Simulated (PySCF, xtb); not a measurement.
Cl2GaH2N, SMILES [Ga]([Cl])([NH2])[Cl]. The values are those of a single conformer.

Harmonic wavenumbers (cm⁻¹) from xtb 6.7.1 with GFN2-xTB at its own minimum, in rising order: 107, 123, 135, 267, 295, 358, 408, 586, 604, 1419, 3369, 3407.

Q: What does PBE0-D3(BJ)/def2-SVP (PySCF 2.14.0) give at its own minimum? (The exact figures need the calculation; the answer reports its results.)

A: 123, 126, 149, 199, 378, 403, 460, 737, 758, 1504, 3633, 3750. Paired by order, the mean absolute difference is 106 cm⁻¹ and the zero-point energies are 15.8 and 17.5 kcal/mol.
